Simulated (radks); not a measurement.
Ionisation of neutral hafnium, [Xe] 4f14 5d2 6s2, to [Xe] 4f14 5d1 6s2 as the strength of local exchange is varied. Method: scalar-relativistic Kohn-Sham, Slater X-alpha exchange (alpha = 2/3 is LDA exchange), no correlation, spin-unpolarised, spherical densities, finite nucleus; Fermi nuclear charge, rms radius 5.347 fm; computed with a radial shooting solver on a logarithmic mesh with Libxc functionals.

| alpha | E(Hf) (hartree) | exchange (hartree) | IE (eV) | -e of the level emptied (eV) | <r> of it (bohr) |
|---|---|---|---|---|---|
| 0.568 | -15016.5571 | -247.2015 | 4.702 | 1.218 (5d) | 2.739 |
| 0.667 | -15059.9132 | -291.2137 | 5.595 | 1.877 (5d) | 2.573 |
| 0.687 | -15068.6887 | -300.1381 | 5.784 | 2.022 (5d) | 2.544 |
| 0.731 | -15088.0148 | -319.8105 | 6.211 | 2.353 (5d) | 2.484 |
| 0.857 | -15143.5077 | -376.4410 | 7.509 | 3.395 (5d) | 2.337 |

NIST Atomic Spectra Database: 6.825 eV (measured). The Delta-SCF value meets it near alpha = 0.79. Spin polarisation and multiplet splitting are left out, so open shells lie too high by an amount that depends on their filling. Spin-orbit splitting is averaged out at the scalar-relativistic level.

Beside tabulated values, note that spin-unpolarised runs miss the spin-polarisation part of the exchange energy of open shells.
